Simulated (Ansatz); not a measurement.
CH₃NO₂Si, SMILES `OC1=N[SiH]1O` at its PBE0-D4/def2-TZVP geometry, where that method's forces vanish. The species carries charge 0 and has multiplicity 1.

| atom | x (Å) | y (Å) | z (Å) |
| --- | --- | --- | --- |
| O1 | 1.380 | -0.422 | 1.643 |
| C2 | 0.562 | -0.380 | 0.607 |
| N3 | 0.814 | -0.645 | -0.633 |
| Si4 | -0.846 | -0.131 | -0.425 |
| O5 | -1.397 | 1.300 | -0.969 |
| H6 | 2.250 | -0.704 | 1.311 |
| H7 | -1.978 | -1.059 | -0.542 |
| H8 | -0.786 | 2.040 | -0.992 |

(1) For each bond, give half the difference of the two atoms' forces along it (eV/Å; positive pushes the atoms apart) under PBE-D4, r2SCAN-D4, B3LYP-D4, ωB97M-V in def2-TZVPP. (Estimate.)

Answers

(1) Computed: 
```
  bond  length (Å)  PBE-D4  r2SCAN-D4  B3LYP-D4  ωB97M-V
 O1–C2       1.320    0.17       0.21      0.26     0.32
 O1–H6       0.973    0.45       0.04     -0.02    -0.18
 C2–N3       1.293    0.71       0.26      0.01    -0.08
C2–Si4       1.764    0.10      -0.04     -0.04    -0.13
N3–Si4       1.750    0.48       0.20      0.11    -0.03
Si4–O5       1.627    0.24       0.04      0.11     0.12
Si4–H7       1.469   -0.09      -0.07     -0.18    -0.19
 O5–H8       0.960    0.32       0.01     -0.02    -0.06
```

B3LYP here is the variant with VWN-RPA as its local correlation; programs differ in this.
